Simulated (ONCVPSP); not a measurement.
## Varying the ONCV potential for indium

Base potential:

```json
{
  "Element": "indium (In)",
  "Generator": "ONCVPSP 4.0.1",
  "Type": "optimised norm-conserving Vanderbilt (ONCV)",
  "Functional": "PBE",
  "Relativity": "scalar-relativistic",
  "Frozen core": "[Kr]",
  "Valence charge": "13",
  "Reference configuration": "4d10 5s2 5p0.75 (charge +0.25)",
  "Partial waves": "5s: rc 2.20 bohr, ncon 4, nbas 7, qcut 3 1/bohr, 3 projectors, debl 1.8 Ha; 5p: rc 2.10 bohr, ncon 4, nbas 7, qcut 3.1 1/bohr, 2 projectors, debl 0.6 Ha; 4d: rc 1.80 bohr, ncon 4, nbas 9, qcut 9.8 1/bohr, 2 projectors, debl 3.1 Ha",
  "Local potential": "polynomial inside 1.35 bohr (lpopt 3, dvloc0 6 Ha)",
  "Core correction": "none"
}
```

Cutoffs, loose and tight: the cutoffs (Ha) at which the residual kinetic energy of the hardest occupied pseudo-wave falls to 1 and 0.1 mHa per electron. They do not see the model core or the augmentation charge, which bear on the density cutoff. Test errors are all-electron minus pseudo excitation energies from the reference, over the configurations 4d10 5s2 5p1; 4d10 5s2 5p0; 4d10 5s1 5p0; 4d10 5s1 5p1. A dash means not determined; rows that change the core or the reference have their own tests.

A true bound ghost makes a file unfit for plane-wave use even where its test errors are small: the radial tests pick states by their node count and pass the ghost by.

| change | outcome | cutoff, loose | cutoff, tight | bound ghosts | GHOST(+) flags above zero | largest test error (meV) |
| --- | --- | --- | --- | --- | --- | --- |
| base | generated | 32 Ha | 37 Ha | none | s, p | +9.2 |
| p: qcut 1.9 | generated | 32 Ha | 37 Ha | none | s, p | +9.3 |
| p: qcut 2.1 | generated | 32 Ha | 37 Ha | none | s, p | +9.3 |
| p: qcut 2.4 | generated | 32 Ha | 37 Ha | none | s, p | +9.3 |
| p: qcut 2.7 | generated | 32 Ha | 37 Ha | none | s, p | +9.2 |
| p: qcut 3.3 | generated | 32 Ha | 37 Ha | none | s, p | +9.1 |
| p: qcut 3.8 | generated | 32 Ha | 37 Ha | p | s | +9.1 |
| p: qcut 4 | generated | 32 Ha | 37 Ha | p | s | +9.1 |
| p: qcut 4.3 | generated | 32 Ha | 37 Ha | p | s | +9.1 |
| p: qcut 4.7 | generated | 32 Ha | 37 Ha | p | s | +9.2 |

Reading the sweep of the qcut of the p channel (base included, trends over the rows without a ghost): The loose cutoff stays near 32 Ha. The median size of the test errors (rows with all tests solved) stays near 0.4 meV. Bound ghosts are found at 3.8, 4, 4.3, 4.7 1/bohr.
